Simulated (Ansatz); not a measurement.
The same path of ClH3Sn + FH (7 atoms, charge 0, multiplicity 1) was run 3 times with different band settings. Lost on the way: Sn1–Cl2, F6–H7. Made: Sn1–F6, Cl2–H7.

Computed with Ansatz, RKS PBE0-D4/def2-SVP.

Relaxed end points:

```xyz
7
Properties=species:S:1:pos:R:3
Sn 0.179 0.000 -0.108
Cl 0.131 0.000 2.290
H 1.856 0.000 -0.442
H -0.578 1.442 -0.596
H -0.578 -1.442 -0.596
F -2.605 0.000 1.166
H -1.978 0.000 1.859
```

```xyz
7
Properties=species:S:1:pos:R:3
Sn -0.337 0.000 -0.542
Cl -0.218 0.000 3.374
H 1.111 0.000 0.350
H -0.642 1.433 -1.413
H -0.642 -1.433 -1.413
F -1.762 0.000 0.828
H -1.083 0.000 2.390
```

Common settings: movable images 7; climbing image yes; spring 5.0 eV/Å²; force threshold 0.05 eV/Å; end points relaxed.

| run | optimiser | start path | iteration limit |
| --- | --- | --- | --- |
| 1 | quadratic models (default) | through a guess of the saddle point | 42 |
| 2 | lbfgs | through a guess of the saddle point | 52 |
| 3 | quadratic models (default) | straight line | 58 |

(1) What does each run give, and how far can it be trusted?

Results:

(1) Run 1: converged after 8 iterations, highest image 0.851 eV above the first end. A vibrational analysis at the climbing image gives 2 clearly imaginary modes (359i, 144i cm⁻¹): a point of higher order. A lower path may pass nearby, or the ends, which weren't checked, may share the extra mode.
Run 2: converged after 36 iterations, highest image 0.851 eV above the first end. Another band between the same ends (7 images) ends at a top of the same energy, where a vibrational analysis finds 2 clearly imaginary modes.
Run 3: converged after 7 iterations, highest image 0.852 eV above the first end. Another band between the same ends (7 images) ends at a top of the same energy, where a vibrational analysis finds 2 clearly imaginary modes.
The orbitals stay closed-shell, which can raise the energy where a bond breaks towards radicals; this wasn't checked here.
